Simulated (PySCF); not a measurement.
# Excitation energy of Ne⁺ by level of theory

Ne⁺ [He] 2s2 2p5 (2P) → Ne⁺ [He] 2s1 2p5 3s1 (4P), as a difference of total energies. All numbers are calculated (PySCF 2.14, the spin-free X2C one-electron Hamiltonian (Gaussian nucleus), in dyall-acv3z (15s9p4d2f, 76 functions)). Correlated levels: valence: 1s2 frozen; virtual orbitals above 40 to 60 times the deepest correlated orbital energy dropped. The calculations carry no spin-orbit coupling.

| method | excitation energy (eV) |
| --- | --- |
| UHF | 52.509 |
| MP2 (valence) | 52.372 |
| SCS-MP2 (valence) | 52.257 |
| CCSD (valence) | 52.709 |
| CCSD(T) (valence) | 52.655 |

Question: How much does correlation contribute at CCSD(T) (valence)?

Answer: 52.655 − (52.509) = 0.146 eV, measured against UHF.

The upper state lies above the first ionisation limit, where it may autoionise and the basis confines it. A Rydberg-like electron needs more diffuse functions than a valence basis has.

The promoted electron is Rydberg-like, and one or two diffuse shells describe it only roughly, which tends to raise the upper state.
